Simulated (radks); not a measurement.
Question: Fe3+, configuration [Ar] 3d5. Method: scalar-relativistic Kohn-Sham, BLYP, spin-unpolarised, spherical densities, point nucleus; computed with a radial shooting solver on a logarithmic mesh with Libxc functionals. Some entries of the table are withheld. Estimate them.

| orbital | occ. | eigenvalue (hartree) | r(max) (bohr) | <r> (bohr) |
|---|---|---|---|---|
| 1s | 2 | (1) | 0.03826 | 0.05845 |
| 2s | 2 | -31.53441 | 0.2224 | (2) |
| 2p | 6 | -27.08517 | 0.1797 | 0.2355 |
| 3s | 2 | -4.81238 | (3) | 0.8042 |
| 3p | 6 | (4) | 0.7093 | 0.8449 |
| 3d | 5 | -1.58757 | (5) | 0.9921 |

Answer: 
(1) 1s eigenvalue (hartree): -258.6922
(2) 2s <r> (bohr): 0.2670
(3) 3s r(max) (bohr): 0.6984
(4) 3p eigenvalue (hartree): -3.55839
(5) 3d r(max) (bohr): 0.6929
